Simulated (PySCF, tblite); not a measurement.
Isomers of C4H6SSi, one GFN2-xTB conformer each. Single-point energies are computed at PBE0/pcSseg-1 (PySCF, gas phase, no added dispersion term), electronic only.

```csv
SMILES,GFN2-xTB relative energy (kJ/mol)
C#C[SiH2]SC=C,168.0
[SiH3]c1cccs1,0.0
```

Conformers: `[CH:1]#[C:2][SiH2:3][S:4][CH:5]=[CH2:6]` with C2–Si3–S4–C5 -66°, Si3–S4–C5–C6 9°.

Question: What does PBE0/pcSseg-1 give for the same structures?

Answer: 
```
       SMILES  PBE0/pcSseg-1 E (Eh)  PBE0/pcSseg-1 (kJ/mol)  GFN2-xTB (kJ/mol)  point group
[SiH3]c1cccs1            -843.20448                     0.0                0.0           Cs
C#C[SiH2]SC=C            -843.14571                   154.3              168.0           C1
```

Both levels put the same isomer lowest. As drawn, the lower has an aromatic ring, which the higher lacks; the higher has a C≡C bond and a C=C bond outside aromatic rings, which the lower lacks.

Question: Which frontier levels, dipoles and rotational constants go with these structures?

Answer: 
```csv
SMILES,"HOMO (eV, PBE0/pcSseg-1)",LUMO (eV),dipole (D),"A, B, C (MHz)"
[SiH3]c1cccs1,-7.01,-0.77,0.78,"5156, 1761, 1333"
C#C[SiH2]SC=C,-6.63,-0.62,1.59,"3208, 1698, 1288"
```

Question: What happens when harmonic zero-point energies from GFN2-xTB frequencies are added?

Answer: 
```json
{"SMILES": "[SiH3]c1cccs1", "ZPE (kJ/mol)": "207.2", "electronic (kJ/mol)": "0.0", "with ZPE (kJ/mol)": "0.0"}
{"SMILES": "C#C[SiH2]SC=C", "ZPE (kJ/mol)": "204.7", "electronic (kJ/mol)": "154.3", "with ZPE (kJ/mol)": "151.8"}
```

The zero-point energies span 2.5 kJ/mol. The order is unchanged.
